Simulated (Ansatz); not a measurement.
Species: [Ga(F)3(O(CH3)2)] (charge 0, multiplicity 1).

### Question
Give a relaxed geometry from Ansatz (a first-principles code) with PBE-D3(BJ)/def2-SVP.

### Answer
This is not unique; one that fits is the end point of this relaxation, one of several conformers.
Z-matrix (Å, degrees):
```
O
C 1 1.4377
H 2 1.1052 1 105.77
H 2 1.1090 3 110.39 1 118.11
H 2 1.1105 3 110.36 4 122.27
C 1 1.4378 2 115.91 3 179.52
H 6 1.1053 1 105.77 2 -179.33
H 6 1.1090 7 110.37 1 -118.11
H 6 1.1106 7 110.37 8 -122.27
Ga 1 2.0380 2 116.50 3 -37.78
F 10 1.7691 1 100.12 2 -71.48
F 10 1.7694 11 116.15 1 103.91
F 10 1.7694 11 116.16 1 -103.92
```
